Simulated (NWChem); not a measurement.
System: Si$_{2}$H$_{2}$Cl$_{2}$F$_{2}$; SMILES F[SiH](F)[SiH](Cl)Cl

Input file for NWChem:

```
start job
memory heap 200 mb stack 900 mb global 1100 mb
geometry units angstroms noautosym nocenter noautoz
  Si     0.003022    -1.556105     0.365324
  F      1.316460    -2.350549    -0.190324
  F     -1.315013    -2.349687    -0.180555
  Si     0.001079     0.614863    -0.523908
  Cl    -1.702729     1.556727     0.204850
  Cl     1.707618     1.556049     0.199439
  H      0.008553    -1.599426     1.860694
  H     -0.001282     0.711417    -2.018480
end
basis spherical
  * library 6-31g*
end
dft
  xc hfexch
  iterations 150
  mulliken
end
task dft energy
esp
  recalculate
  probe 0.07
  range 0.3
  factor 1.0
  spacing 0.02
end
task esp
```

Geometry: optimised at PBE-D3(BJ)/def2-SVP.

Atomic charges in e: unrestrained fits to the electrostatic potential beside Mulliken populations; buried atoms are poorly determined by the fit.

Atoms are numbered as in the input.

**Question.** Give the results of this calculation. (Hartree-Fock/6-31G* (spherical d).) Quantities: ESP Si1; Mulliken Si1; ESP F2; Mulliken F2; ESP F3; Mulliken F3; ESP Si4; Mulliken Si4; ESP Cl5; Mulliken Cl5; relative RMS misfit of the potential (%).

**Answer.** 
```json
{
  "ESP Si1": "0.85",
  "Mulliken Si1": "1.32",
  "ESP F2": "-0.34",
  "Mulliken F2": "-0.53",
  "ESP F3": "-0.34",
  "Mulliken F3": "-0.53",
  "ESP Si4": "0.50",
  "Mulliken Si4": "0.60",
  "ESP Cl5": "-0.24",
  "Mulliken Cl5": "-0.32",
  "relative RMS misfit of the potential (%)": "29"
}
```
